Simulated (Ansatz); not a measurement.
Job for Ansatz (a quantum-chemistry and plane-wave program): U-CCSD(T)/6-31G on H8 chain, a point of a bond scan (R = 0.900 Å).

Ansatz 0.2 input:
```yaml
crystal:
  periodic: [false, false, false]
  atoms:
    - {symbol: H, position_ang: [0.00000000, 0.00000000, 0.00000000]}
    - {symbol: H, position_ang: [0.00000000, 0.00000000, 0.90000000]}
    - {symbol: H, position_ang: [0.00000000, 0.00000000, 1.80000000]}
    - {symbol: H, position_ang: [0.00000000, 0.00000000, 2.70000000]}
    - {symbol: H, position_ang: [0.00000000, 0.00000000, 3.60000000]}
    - {symbol: H, position_ang: [0.00000000, 0.00000000, 4.50000000]}
    - {symbol: H, position_ang: [0.00000000, 0.00000000, 5.40000000]}
    - {symbol: H, position_ang: [0.00000000, 0.00000000, 6.30000000]}
basis:
  gaussian:
    orbitals: 6-31G
correlation: {method: ccsd_t, electrons: outside_noble_gas}
scf: {omitted_lower_state_checks: [cluster_reference]}
magnetization: {spin_polarized: true, initial_magnetization: 0}
```

Output:

```
Functional definition: HF
[...]
these checks for a lower state are left out or cut short: cluster_reference
integrals: 0.00 GiB planned
256 factors; integrals over basis functions are off by at most 6.9e-4 eV
mean field: 0.04 GiB planned
mean field evaluation 1: about -116.6262 eV, gradient 6.6e0 eV
mean field evaluation 2: about -116.6183 eV, gradient 6.6e0 eV
mean field evaluation 4: about -117.0614 eV, gradient 4.3e-1 eV
mean field evaluation 8: about -117.0644 eV, gradient 6.9e-7 eV
mean field evaluation 16: about -117.0619 eV, gradient 7.6e-2 eV
mean field -117.06437137 eV, -4.3020362989 hartree, gradient 2.2e-6 eV, S^2 0.000000; 2 other end points of the search recorded, 0 dependent functions left out
reference -117.06437137 eV, -4.3020362989 hartree; 4, 4 occupied and 12, 12 virtual orbitals, 256 factors
second order -2.44017814 eV of doubles, -0.00000000 eV of singles
coupled cluster: 0.05 GiB planned
cycle   1  -3.00294779 eV  change   -5.6e-1 eV  update   6.7e-2
cycle   2  -3.31170631 eV  change   -3.1e-1 eV  update   3.2e-2
cycle   3  -3.34138162 eV  change   -3.0e-2 eV  update   1.0e-2
cycle   4  -3.34487022 eV  change   -3.5e-3 eV  update   4.7e-3
cycle   5  -3.34605891 eV  change   -1.2e-3 eV  update   1.8e-3
cycle   6  -3.34548940 eV  change    5.7e-4 eV  update   5.0e-4
cycle   7  -3.34530081 eV  change    1.9e-4 eV  update   1.4e-4
cycle   8  -3.34536997 eV  change   -6.9e-5 eV  update   3.9e-5
cycle   9  -3.34537371 eV  change   -3.7e-6 eV  update   1.3e-5
cycle  10  -3.34536974 eV  change    4.0e-6 eV  update   2.9e-6
coupled cluster: 0.05 GiB planned
perturbative correction -0.04621839 eV, -0.0016984947 hartree
Total energy: -120.45595951 eV, -4.4266748641 hartree
Checks for a lower state left out: cluster_reference
```

The calculation finished and met its thresholds.

Cost: around 0.6 core-seconds (rough).
